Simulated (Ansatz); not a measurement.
Geometry optimisation, RKS PBE0/def2-SVP (Ansatz 0.2.0).

Input:

```yaml
crystal:
  periodic: [false, false, false]
  atoms:
    - { symbol: Sn, position_ang: [0.061194, 0.051805, 0.229086] }
    - { symbol: H, position_ang: [0.434044, -0.081001, 1.896419] }
    - { symbol: Cl, position_ang: [2.441185, -0.029127, 0.222974] }
    - { symbol: H, position_ang: [-0.588093, 1.38724, -0.595151] }
    - { symbol: Cl, position_ang: [-0.87143, -1.875716, -0.708029] }
basis:
  gaussian: { orbitals: def2-SVP }
hamiltonian:
  xc: pbe0
relax:
  f_tol: 0.03
  max_steps: 50
output:
  orbitals: {}
```

Command:

```bash
$ ansatz run input.yaml --threads 1 --pin off --max-ram 2048MiB --backend cpu --events-out ev --progress --plain --runs-dir out
```

Task: Where does it end, and by what steps?

Result: The run converged. After 5 steps the energy has fallen by 0.491 eV; H2 moved furthest, 0.45 Å.

| step | energy less start (eV) | largest force component (eV/Å) | accepted |
| --- | --- | --- | --- |
| 0 | 0.0000 | 1.180 | yes |
| 1 | -0.3366 | 0.572 | yes |
| 2 | -0.4647 | 0.579 | yes |
| 3 | -0.4855 | 0.108 | yes |
| 4 | -0.4902 | 0.054 | yes |
| 5 | -0.4906 | 0.001 | yes |

```xyz
5
Properties=species:S:1:pos:R:3
Sn 0.194 0.040 0.315
H -0.003 -0.072 2.002
Cl 2.492 -0.027 -0.138
H -0.453 1.391 -0.494
Cl -0.753 -1.879 -0.640
```

Whether the end is a true minimum wasn't checked by a vibrational analysis.

The run took 21 s on 1 thread of Arm Neoverse V1 (shared host), peak memory 0.15 GiB.
